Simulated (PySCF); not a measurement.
# Spin states of Te2

Unrestricted PBE0; PySCF, scalar-relativistic core potentials, basis sets Te cc-pVTZ-PP with ECP28. Outer shells of the fragments: Te 4d10 5s2 5p4; Te 4d10 5s2 5p4.

Followed along the bond (rough minima from three points):

```tsv
2Ms+1	unpaired	⟨S²⟩ at the start	R at minimum (Å)	Te (eV)
3	π ↑↑	2.01	2.55	0.00
1	π ↑↓	1.01	2.55	0.20
1	none	0.00	2.56	0.83
3	π ↑↑	2.01	none in the scan	≤ 1.57
5	σ ↑, π ↑↑↑	6.01	none in the scan	≤ 2.63
```

Solutions found at the starting distance of 2.640 Å, counted from the lowest of them; the search is not exhaustive and high or unbound solutions are not listed, so other states can lie among these:

```
2Ms+1    unpaired   term  E (eV)  ⟨S²⟩  ⟨Lz²⟩
    3        π ↑↑    ³Σ⁻    0.00  2.01   0.00
    1        π ↑↓  mixed    0.19  1.01   2.02
    1        none  mixed    0.83  0.00   2.01
    3        π ↑↑  mixed    1.62  2.01   2.02
    3    σ ↑, π ↑     ³Π    2.85  2.01   1.01
    1    σ ↓, π ↑  mixed    3.04  1.01   1.01
    3    σ ↑, π ↑     ³Π    3.12  2.01   1.01
    5  σ ↑, π ↑↑↑     ⁵Π    3.24  6.01   1.01
    1    σ ↓, π ↑  mixed    3.31  1.01   1.01
    3  σ ↑, π ↑↑↓  mixed    3.76  3.01   3.03
```

A term symbol is given only where ⟨S²⟩ and ⟨Lz²⟩ are close to those of a pure state; real π, δ and φ orbitals otherwise mix terms, and g/u labels are left off.

Spin–orbit coupling is left out. Counting both spins, an empty level lies below a filled one in some of these solutions, because spin and occupation are held.
